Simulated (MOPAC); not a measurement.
MOPAC input (AM1):

```
AM1 PRECISE GNORM=0.05 LET XYZ CHARGE=-1 GEO-OK AUX(PRECISION=9) THREADS=1
H3Si2

Si   -1.18570912 1    0.14764476 1   -0.01563206 1
Si    1.00481334 1   -0.04033968 1    0.00841917 1
H    -1.32550406 1   -1.38275470 1    0.07066875 1
H     1.90470915 1   -1.24441151 1    0.08247083 1
H     1.95333576 1    1.12489513 1   -0.05215915 1
```

Output:

```
 *******************************************************************************
 **                                                                           **
 **                              MOPAC v23.2.5                                **
 **                                                                           **
 *******************************************************************************
 ** MOPAC's Digital Object Identifier: https://doi.org/10.5281/zenodo.6511958 **
 **                                                                           **
 ** Please cite the open-source release paper for use of this MOPAC version:  **
 ** J. E. Moussa and J. J. P. Stewart (2026)                                  **
 ** MOPAC: An open-source semiempirical molecular orbital program             **
 ** J. Open Source Softw., 11(119), 8025, https://doi.org/10.21105/joss.08025 **
 *******************************************************************************

                              AM1 CALCULATION RESULTS

 *******************************************************************************
 *  AM1        - The AM1 Hamiltonian to be used
 *  GEO-OK     - OVERRIDE INTERATOMIC DISTANCE AND OTHER SAFETY CHECKS
 *
 *
 *
 *                 CHARGE ON SYSTEM = -1
 *
 *
 *
 *  LET        - OVERRIDE SOME SAFETY CHECKS
 *  PRECISE    - TIGHTER CRITERIA TO BE USED
 *  XYZ        - CARTESIAN COORDINATE SYSTEM TO BE USED
 *  GNORM      - EXIT WHEN GRADIENT NORM DROPS BELOW 0.050
 *  AUX        - OUTPUT AUXILIARY INFORMATION
 *******************************************************************************
AM1 PRECISE GNORM=0.05 LET XYZ CHARGE=-1 GEO-OK AUX(PRECISION=9) THREADS=1
 H3Si2

   ATOM   CHEMICAL          X               Y               Z
  NUMBER   SYMBOL      (ANGSTROMS)     (ANGSTROMS)     (ANGSTROMS)

     1      Si         -1.18570912  *   0.14764476  *  -0.01563206  *
     2      Si          1.00481334  *  -0.04033968  *   0.00841917  *
     3       H         -1.32550406  *  -1.38275470  *   0.07066875  *
     4       H          1.90470915  *  -1.24441151  *   0.08247083  *
     5       H          1.95333576  *   1.12489513  *  -0.05215915  *

          CARTESIAN COORDINATES

    NO.       ATOM           X           Y           Z

     1        Si         -1.1857      0.1476     -0.0156
     2        Si          1.0048     -0.0403      0.0084
     3         H         -1.3255     -1.3828      0.0707
     4         H          1.9047     -1.2444      0.0825
     5         H          1.9533      1.1249     -0.0522

  H: (AM1): M.J.S. DEWAR ET AL, J. AM. CHEM. SOC. 107 3902-3909 (1985)
 Si: (AM1): M.J.S.DEWAR, C. JIE, ORGANOMETALLICS, 6, 1486-1490 (1987).

           Empirical Formula: H3 Si2  =     5 atoms

      MOLECULAR POINT GROUP   :   Cs

      RHF CALCULATION, NO. OF DOUBLY OCCUPIED LEVELS = 6

          Geometry optimization using EF

          DIAGONAL MATRIX USED AS START HESSIAN

 CYCLE:     1  GRAD.:    57.554 HEAT:  46.22402
 CYCLE:     2  GRAD.:    79.169 HEAT:  46.22191
 CYCLE:     3  GRAD.:    19.250 HEAT:  41.85992
 CYCLE:     4  GRAD.:    26.163 HEAT:  41.19799
 CYCLE:     5  GRAD.:    19.996 HEAT:  40.17726
 CYCLE:     6  GRAD.:    14.268 HEAT:  39.69261
 CYCLE:     7  GRAD.:    15.514 HEAT:  38.94158
 CYCLE:     8  GRAD.:    24.092 HEAT:  38.41606
 CYCLE:     9  GRAD.:    17.023 HEAT:  37.07238
 CYCLE:    10  GRAD.:    19.722 HEAT:  36.20667
 CYCLE:    11  GRAD.:    56.437 HEAT:  37.34867
 CYCLE:    12  GRAD.:    16.174 HEAT:  35.57960
 CYCLE:    13  GRAD.:     5.856 HEAT:  35.36062
 CYCLE:    14  GRAD.:     5.477 HEAT:  35.11544
 CYCLE:    15  GRAD.:    13.572 HEAT:  34.88340
 CYCLE:    16  GRAD.:     5.326 HEAT:  34.77735
 CYCLE:    17  GRAD.:     3.854 HEAT:  34.72477
 CYCLE:    18  GRAD.:     4.495 HEAT:  34.68107
 CYCLE:    19  GRAD.:     4.461 HEAT:  34.63648
 CYCLE:    20  GRAD.:     2.217 HEAT:  34.60161
 CYCLE:    21  GRAD.:     0.425 HEAT:  34.59874
 CYCLE:    22  GRAD.:     0.346 HEAT:  34.59791
 CYCLE:    23  GRAD.:     0.129 HEAT:  34.59773
 CYCLE:    24  GRAD.:     0.048 HEAT:  34.59771

     GRADIENT =  0.04800 IS LESS THAN CUTOFF =  0.05000

 -------------------------------------------------------------------------------
 AM1 PRECISE GNORM=0.05 LET XYZ CHARGE=-1 GEO-OK AUX(PRECISION=9) THREADS=1
 H3Si2

     GEOMETRY OPTIMISED USING EIGENVECTOR FOLLOWING (EF).
     SCF FIELD WAS ACHIEVED

                              AM1 CALCULATION
                                                       MOPAC v23.2.5 Linux

          FINAL HEAT OF FORMATION =         34.59771 KCAL/MOL =     144.75681 KJ/MOL

          COSMO AREA              =        108.10 SQUARE ANGSTROMS
          COSMO VOLUME            =         99.56 CUBIC ANGSTROMS

          GRADIENT NORM           =          0.04800          =       0.02147 PER ATOM
          IONIZATION POTENTIAL    =          2.140927 EV
          HOMO LUMO ENERGIES (EV) =         -2.141  3.961
          NO. OF FILLED LEVELS    =          6
          MOLECULAR WEIGHT        =         59.1947         POINT GROUP:  C2v

          MOLECULAR DIMENSIONS (Angstroms)

            Atom       Atom       Distance
            H     5    H     3     4.38021
            H     4    H     3     2.28728
            H     3   Si     1     0.00000

          SCF CALCULATIONS        =         25

   ATOM   CHEMICAL          X               Y               Z
  NUMBER   SYMBOL      (ANGSTROMS)     (ANGSTROMS)     (ANGSTROMS)

     1      Si         -0.92180727  *  -0.19345984  *   0.00540085  *
     2      Si          0.97483524  *   0.03397457  *   0.00400451  *
     3       H         -2.35783004  *  -0.36653206  *   0.00650779  *
     4       H          1.96906700  *  -1.04159008  *   0.07131288  *
     5       H          1.68647531  *   1.31417467  *  -0.06456412  *

                             CARTESIAN COORDINATES

   1   Si       -0.921807271    -0.193459836     0.005400854
   2   Si        0.974835240     0.033974574     0.004004512
   3    H       -2.357830038    -0.366532059     0.006507791
   4    H        1.969066996    -1.041590080     0.071312878
   5    H        1.686475311     1.314174675    -0.064564116

           Empirical Formula: H3 Si2  =     5 atoms

      MOLECULAR POINT GROUP   :   C2v

                  EIGENVALUES
  -9.87122  -7.55842  -7.41061  -6.79336  -3.42990  -2.14093   3.96053   6.50626
   6.74766   7.21520   8.04167

              NET ATOMIC CHARGES AND DIPOLE CONTRIBUTIONS

  ATOM NO.   TYPE          CHARGE      No. of ELECS.   s-Pop       p-Pop
    1         Si          -0.671510        4.6715     0.87581     3.79570
    2         Si           0.151833        3.8482     0.88166     2.96650
    3          H          -0.105672        1.1057     1.10567
    4          H          -0.187341        1.1873     1.18734
    5          H          -0.187311        1.1873     1.18731
 DIPOLE           X         Y         Z       TOTAL
 POINT-CHG.     1.819     0.219    -0.001     1.832
 HYBRID         0.144     0.016    -0.000     0.145
 SUM            1.963     0.234    -0.001     1.977

          ATOMIC ORBITAL ELECTRON POPULATIONS

     Atom    s        px        py        pz
    1 Si   0.87581   1.01999   1.94116   0.83455
    2 Si   0.88166   0.96659   0.83189   1.16802
    3  H   1.10567
    4  H   1.18734
    5  H   1.18731

 **********************
 *                    *
 * JOB ENDED NORMALLY *
 *                    *
 **********************

 == MOPAC DONE ==
```

The dipole moment of an ion depends on the origin.
